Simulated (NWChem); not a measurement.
System: Si₂NH₆OF; SMILES N[Si@@H](F)O[SiH3]

The following NWChem deck was run.

```
start job
memory heap 200 mb stack 900 mb global 1100 mb
geometry units angstroms noautosym nocenter noautoz
  N      1.288536    -1.324930     0.433900
  Si    -0.085393    -0.985625    -0.524110
  F     -1.335647    -1.581530     0.315829
  O     -0.229873     0.639686    -0.719992
  Si     0.017641     2.025949     0.172297
  H      2.214764    -1.006161     0.176122
  H      1.322747    -2.157873     1.009865
  H     -0.166464    -1.578225    -1.877650
  H      1.478631     2.327937     0.251593
  H     -0.527025     1.877907     1.553844
  H     -0.676239     3.145592    -0.522412
end
basis spherical
  * library pcsseg-1
end
dft
  xc slater vwn_5
  iterations 150
end
property
  shielding
end
task dft property
```

Excerpt of the output:

```
             Northwest Computational Chemistry Package (NWChem) 7.3.0
             --------------------------------------------------------

                             Geometry "geometry" -> ""
                             -------------------------

 Output coordinates in angstroms (scale by  1.889725989 to convert to a.u.)

  No.       Tag          Charge          X              Y              Z
 ---- ---------------- ---------- -------------- -------------- --------------
    1 N                    7.0000     1.28853600    -1.32493000     0.43390000
    2 Si                  14.0000    -0.08539300    -0.98562500    -0.52411000
    3 F                    9.0000    -1.33564700    -1.58153000     0.31582900
    4 O                    8.0000    -0.22987300     0.63968600    -0.71999200
    5 Si                  14.0000     0.01764100     2.02594900     0.17229700
    6 H                    1.0000     2.21476400    -1.00616100     0.17612200
    7 H                    1.0000     1.32274700    -2.15787300     1.00986500
    8 H                    1.0000    -0.16646400    -1.57822500    -1.87765000
    9 H                    1.0000     1.47863100     2.32793700     0.25159300
   10 H                    1.0000    -0.52702500     1.87790700     1.55384400
   11 H                    1.0000    -0.67623900     3.14559200    -0.52241200

 Effective nuclear repulsion energy (a.u.)     314.3811643135

                              NWChem Property Module
                              ----------------------

  itol2e modified to match energy
  convergence criterion.

                                 NWChem DFT Module
                                 -----------------

 Summary of "ao basis" -> "ao basis" (spherical)
 ------------------------------------------------------------------------------
       Tag                 Description            Shells   Functions and Types
 ---------------- ------------------------------  ------  ---------------------
 N                          pcsseg-1                 7       17   3s3p1d
 Si                         pcsseg-1                10       24   4s5p1d
 F                          pcsseg-1                 7       17   3s3p1d
 O                          pcsseg-1                 7       17   3s3p1d
 H                          pcsseg-1                 3        5   2s1p

  itol2e modified to match energy
  convergence criterion.

            General Information
            -------------------
          SCF calculation type: DFT
          Wavefunction type:  closed shell.
          No. of atoms     :    11
          No. of electrons :    58
           Alpha electrons :    29
            Beta electrons :    29
          Charge           :     0
          Spin multiplicity:     1
          Use of symmetry is: off; symmetry adaption is: off
          Maximum number of iterations: 150
          AO basis - number of functions:   129
                     number of shells:    59
          Convergence on energy requested:  1.00D-07
          Convergence on density requested:  1.00D-05
          Convergence on gradient requested:  5.00D-04

              XC Information
              --------------
                        Slater Exchange Functional  1.000 local
                      VWN V Correlation Functional  1.000 local

             Grid Information
             ----------------
          Grid used for XC integration:  fine
          Radial quadrature: Mura-Knowles
          Angular quadrature: Lebedev.
          Tag              B.-S. Rad. Rad. Pts. Rad. Cut. Ang. Pts.
          ---              ---------- --------- --------- ---------
          N                   0.65       70          13.0       590
          Si                  1.10      123          12.0       770
          F                   0.50       70          12.0       590
          O                   0.60       70          11.0       590
          H                   0.35       60          14.0       590
          Grid pruning is: on
          Number of quadrature shells:   816
          Spatial weights used:  Erf1

      Superposition of Atomic Density Guess
      -------------------------------------

 Sum of atomic energies:        -809.01471721

      Non-variational initial energy
      ------------------------------

 Total energy =    -810.728107
 1-e energy   =   -1745.220049
 2-e energy   =     620.110778
 HOMO         =      -0.363812
 LUMO         =       0.020577

   convergence    iter        energy       DeltaE   RMS-Dens  Diis-err
 ---------------- ----- ----------------- --------- --------- ---------
 d= 0,ls=0.0,diis     1   -808.4445039916 -1.12D+03  1.41D-02  2.32D+00
 d= 0,ls=0.0,diis     2   -808.2192647992  2.25D-01  1.05D-02  4.25D+00
 d= 0,ls=0.0,diis     3   -808.5605451628 -3.41D-01  2.72D-03  4.46D-01
 d= 0,ls=0.0,diis     4   -808.5892286492 -2.87D-02  1.26D-03  6.55D-02
 d= 0,ls=0.0,diis     5   -808.5952021840 -5.97D-03  3.46D-04  5.82D-03
  Resetting Diis
 d= 0,ls=0.0,diis     6   -808.5957178775 -5.16D-04  1.13D-04  3.76D-04
 d= 0,ls=0.0,diis     7   -808.5957475507 -2.97D-05  9.06D-05  5.59D-05
 d= 0,ls=0.0,diis     8   -808.5957309356  1.66D-05  5.91D-05  2.50D-04
 d= 0,ls=0.0,diis     9   -808.5957526348 -2.17D-05  4.03D-06  3.73D-07
 d= 0,ls=0.0,diis    10   -808.5957526630 -2.82D-08  1.38D-06  1.25D-07

         Total DFT energy =     -808.595752663024
      One electron energy =    -1749.886580306709
           Coulomb energy =      693.043183371119
    Exchange-Corr. energy =      -66.133520040909
 Nuclear repulsion energy =      314.381164313475

 Numeric. integr. density =       57.999992110526

                       DFT Final Molecular Orbital Analysis
                       ------------------------------------

 Vector   27  Occ=2.000000D+00  E=-2.841477D-01
              MO Center= -1.6D-01,  1.5D+00, -2.5D-01, r^2= 3.6D+00
   Bfn.  Coefficient  Atom+Function         Bfn.  Coefficient  Atom+Function
  ----- ------------  ---------------      ----- ------------  ---------------
   125      0.288868  11 H  s                70      0.251332   4 O  pz
    67      0.238271   4 O  pz              126      0.216073  11 H  s
    91     -0.183876   5 Si pz              120     -0.181583  10 H  s
    68      0.167560   4 O  px               65      0.156147   4 O  px
   115     -0.154273   9 H  s                64      0.130460   4 O  pz

[...]

          -----------------------------------------
          Chemical Shielding Tensors (GIAO, in ppm)
          -----------------------------------------

                                NWChem CPHF Module
                                ------------------

  scftype          =     RHF
  nclosed          =       29
  nopen            =        0
  variables        =     2900
  # of vectors     =        3
  tolerance        = 0.10D-03
  level shift      = 0.00D+00
  max iterations   =       50
  max subspace     =       30

 SCF residual:    8.7107798914948199E-005

Iterative solution of linear equations
  No. of variables     2900
  No. of equations        3
  Maximum subspace       30
        Iterations       50
       Convergence  1.0D-04

   iter   nsub   residual    time
   ----  ------  --------  ---------
     1      3    4.51D-05      89.8

      Atom:    1  N
        Diamagnetic
    327.7948      0.6291      9.0133
      0.6291    314.3457    -10.9862
      9.0133    -10.9862    314.3986

        Paramagnetic
    -78.2800     -7.9314     14.9317
     -7.9314    -98.7613     -4.3971
     14.9317     -4.3971    -86.8998

        Total Shielding Tensor
    249.5148     -7.3023     23.9450
     -7.3023    215.5844    -15.3832
     23.9450    -15.3832    227.4989

           isotropic =     230.8660
          anisotropy =      57.0294

          Principal Components and Axis System
                 1           2           3
              268.8857    220.5472    203.1653

      1         0.7873     -0.5681     -0.2396
      2        -0.2681     -0.6654      0.6967
      3         0.5552      0.4843      0.6762

      Atom:    2  Si
        Diamagnetic
    882.4643      1.0063     -0.3127
      1.0063    885.0645     -2.3083
     -0.3127     -2.3083    878.2851

        Paramagnetic
   -513.6327     -2.3042      7.7564
     -2.3042   -527.1450      1.9369
      7.7564      1.9369   -530.6126

        Total Shielding Tensor
    368.8316     -1.2980      7.4437
     -1.2980    357.9195     -0.3714
      7.4437     -0.3714    347.6725

           isotropic =     358.1412
          anisotropy =      19.7738

          Principal Components and Axis System
                 1           2           3
              371.3238    357.7838    345.3161

      1         0.9486      0.0946     -0.3019
      2        -0.1002      0.9950     -0.0030
      3         0.3001      0.0331      0.9533

      Atom:    3  F
        Diamagnetic
    481.4084      8.5500    -10.7508
      8.5500    469.1048     -6.5305
    -10.7508     -6.5305    468.4121

        Paramagnetic
   -163.2606      8.0384    -44.0041
      8.0384   -170.1715    -25.3537
    -44.0041    -25.3537   -183.5764

        Total Shielding Tensor
    318.1478     16.5884    -54.7550
     16.5884    298.9333    -31.8842
    -54.7550    -31.8842    284.8357

           isotropic =     300.6389
          anisotropy =     108.7855

          Principal Components and Axis System
                 1           2           3
              373.1626    289.3716    239.3826

      1         0.7030     -0.5030      0.5027
      2         0.4075      0.8643      0.2950
      3        -0.5829     -0.0025      0.8125

      Atom:    4  O
        Diamagnetic
    379.7132      0.2476      2.1836
      0.2476    422.9280      9.2097
      2.1836      9.2097    385.0046

        Paramagnetic
    -95.3632    -16.8267    -13.8666
    -16.8267   -153.8551    -39.5079
    -13.8666    -39.5079   -139.6842

        Total Shielding Tensor
    284.3500    -16.5791    -11.6830
    -16.5791    269.0728    -30.2982
    -11.6830    -30.2982    245.3204

           isotropic =     266.2477
          anisotropy =      45.6260

          Principal Components and Axis System
                 1           2           3
              296.6651    283.0116    219.0665

      1         0.6861      0.6706      0.2821
      2        -0.6841      0.4627      0.5638
      3         0.2476     -0.5798      0.7762

      Atom:    5  Si
        Diamagnetic
    877.0564      0.7339      0.7307
      0.7339    886.3807      3.8426
      0.7307      3.8426    878.6869

        Paramagnetic
   -563.6505     12.6009     13.3740
     12.6009   -480.3179     53.9656
     13.3740     53.9656   -533.3849

        Total Shielding Tensor
    313.4059     13.3348     14.1046
     13.3348    406.0628     57.8082
     14.1046     57.8082    345.3020

           isotropic =     354.9236
          anisotropy =     133.1317

          Principal Components and Axis System
                 1           2           3
              443.6781    315.6736    305.4190

      1         0.1424      0.7111     -0.6886
      2         0.8443     -0.4503     -0.2904
      3         0.5166      0.5400      0.6645

      Atom:    6  H
        Diamagnetic
     43.0188      3.8894     -1.4864
      3.8894     25.1781     -2.7475
     -1.4864     -2.7475     23.0371

        Paramagnetic
     -3.6760     -0.7871     -0.2763
     -0.7871      1.2325      1.3794
     -0.2763      1.3794      1.2896

        Total Shielding Tensor
     39.3428      3.1023     -1.7627
      3.1023     26.4105     -1.3680
     -1.7627     -1.3680     24.3267

           isotropic =      30.0267
          anisotropy =      15.4181

          Principal Components and Axis System
                 1           2           3
               40.3054     26.1290     23.6456

      1         0.9655     -0.2599      0.0168
      2         0.2280      0.8745      0.4282
      3        -0.1260     -0.4095      0.9035

      Atom:    7  H
        Diamagnetic
     25.9508     -2.2084      3.3433
     -2.2084     35.4467    -11.3847
      3.3433    -11.3847     29.5664

        Paramagnetic
     -0.0818     -0.0110     -1.6367
     -0.0110     -1.4488      3.2599
     -1.6367      3.2599      0.1215

        Total Shielding Tensor
     25.8690     -2.2194      1.7066
     -2.2194     33.9979     -8.1248
      1.7066     -8.1248     29.6879

           isotropic =      29.8516
          anisotropy =      16.3844

          Principal Components and Axis System
                 1           2           3
               40.7745     25.3431     23.4371

      1        -0.1846      0.9828      0.0004
      2         0.7790      0.1461      0.6098
      3        -0.5993     -0.1128      0.7925

      Atom:    8  H
        Diamagnetic
     22.6168      0.5229      0.9717
      0.5229     26.2878      6.3121
      0.9717      6.3121     36.6334

        Paramagnetic
     -0.3378     -0.4814     -0.0327
     -0.4814     -1.8273     -2.6854
     -0.0327     -2.6854     -6.7708

        Total Shielding Tensor
     22.2789      0.0415      0.9390
      0.0415     24.4604      3.6267
      0.9390      3.6267     29.8626

           isotropic =      25.5340
          anisotropy =       9.3409

          Principal Components and Axis System
                 1           2           3
               31.7613     22.8612     21.9795

      1         0.0902     -0.4993      0.8617
      2         0.4435      0.7949      0.4141
      3         0.8917     -0.3448     -0.2932

      Atom:    9  H
        Diamagnetic
     35.4271      4.4418      1.5685
      4.4418     26.6891      1.2483
      1.5685      1.2483     22.2652

        Paramagnetic
     -8.1194     -1.6106     -0.3335
     -1.6106     -0.2544      0.1926
     -0.3335      0.1926      0.1438

        Total Shielding Tensor
     27.3077      2.8312      1.2350
      2.8312     26.4347      1.4409
      1.2350      1.4409     22.4090

           isotropic =      25.3838
          anisotropy =       7.2075

          Principal Components and Axis System
                 1           2           3
               30.1888     24.0438     21.9188

      1         0.7307     -0.6770     -0.0884
      2         0.6411      0.7249     -0.2520
      3         0.2347      0.1274      0.9637

      Atom:   10  H
        Diamagnetic
     23.2764     -0.0883     -4.8139
     -0.0883     25.1326      1.5952
     -4.8139      1.5952     35.1140

        Paramagnetic
     -0.9055     -0.2808      3.0214
     -0.2808     -0.1306      0.8528
      3.0214      0.8528     -7.0973

        Total Shielding Tensor
     22.3709     -0.3691     -1.7925
     -0.3691     25.0020      2.4480
     -1.7925      2.4480     28.0167

           isotropic =      25.1299
          anisotropy =       7.0006

          Principal Components and Axis System
                 1           2           3
               29.7970     23.7897     21.8030

      1        -0.2301      0.2697      0.9350
      2         0.4565      0.8785     -0.1410
      3         0.8594     -0.3944      0.3253

      Atom:   11  H
        Diamagnetic
     25.2033     -5.1177      2.7838
     -5.1177     33.9755     -4.1431
      2.7838     -4.1431     25.0268

        Paramagnetic
     -1.7622      2.9976     -1.7719
      2.9976     -4.3567      3.2256
     -1.7719      3.2256     -1.6052

        Total Shielding Tensor
     23.4412     -2.1201      1.0120
     -2.1201     29.6188     -0.9175
      1.0120     -0.9175     23.4215

           isotropic =      25.4938
          anisotropy =       7.4706

          Principal Components and Axis System
                 1           2           3
               30.4742     23.7238     22.2835

      1        -0.3064      0.5194      0.7977
      2         0.9373      0.3107      0.1577
      3        -0.1659      0.7960     -0.5821
```

Level: LDA (Slater exchange, VWN5)/pcSseg-1, GIAO. Geometry: optimised at PBE0/def2-SVP. The printed shielding anisotropy is the first printed principal value minus the mean of the other two.
